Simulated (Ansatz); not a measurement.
Relaxation of C2H7F2NOSi (14 atoms, charge 0, multiplicity 1), to a largest force component of 0.015 eV/Å in at most 40 steps.

Theory: RKS PBE-D4/def2-SVP in Ansatz.

```xyz
14
Properties=species:S:1:pos:R:3:forces:R:3
N 0.035 -0.712 2.473 -0.75 2.53 1.78
Si 0.641 -0.752 0.882 0.59 -0.43 -0.56
C -0.265 0.400 -0.379 2.18 -0.93 -0.94
O -1.589 0.319 -0.384 -2.87 -0.92 0.47
F 0.025 1.673 0.014 1.13 2.21 0.85
C 0.300 0.237 -1.791 -1.28 -0.83 0.58
F -0.323 1.100 -2.610 -1.36 1.54 -1.32
H -0.974 -0.844 2.392 -0.63 -0.45 0.26
H 0.054 0.311 2.833 0.27 -1.71 -0.37
H 2.083 -0.404 1.021 0.21 0.26 -0.37
H 0.516 -2.162 0.475 -0.04 -0.53 -0.44
H -1.918 1.109 -0.861 -0.02 -0.14 -0.27
H 1.321 0.467 -1.877 2.43 0.09 0.27
H 0.079 -0.772 -2.160 0.13 -0.68 0.05
```

**Question.** Where does it end, and by what steps?

**Answer.** The run converged. After 10 steps the energy has fallen by 0.738 eV; H12 moved furthest, 0.45 Å.

```
step  energy less start (eV)  largest force component (eV/Å)  accepted
   0                  0.0000                           2.868       yes
   1                 -0.5773                           1.206       yes
   2                 -0.6922                           0.664       yes
   3                 -0.7153                           0.296       yes
   4                 -0.7324                           0.169       yes
   5                 -0.7361                           0.103       yes
   6                 -0.7365                           0.095       yes
   7                 -0.7376                           0.018       yes
   8                 -0.7378                           0.016       yes
   9                 -0.7379                           0.021       yes
  10                 -0.7379                           0.006       yes
```

```xyz
14
Properties=species:S:1:pos:R:3
N -0.030 -0.584 2.506
Si 0.577 -0.821 0.893
C -0.184 0.421 -0.388
O -1.561 0.273 -0.344
F 0.174 1.714 0.108
C 0.318 0.343 -1.823
F -0.554 1.061 -2.649
H -1.034 -0.746 2.636
H 0.222 0.303 2.952
H 2.062 -0.591 0.901
H 0.245 -2.217 0.443
H -1.913 0.751 -1.128
H 1.335 0.777 -1.908
H 0.330 -0.714 -2.171
```

The run took 33 s on 2 threads of Intel(R) Xeon(R) Platinum 8375C CPU @ 2.90GHz (Ice Lake), on a shared host, peak memory 0.21 GiB.
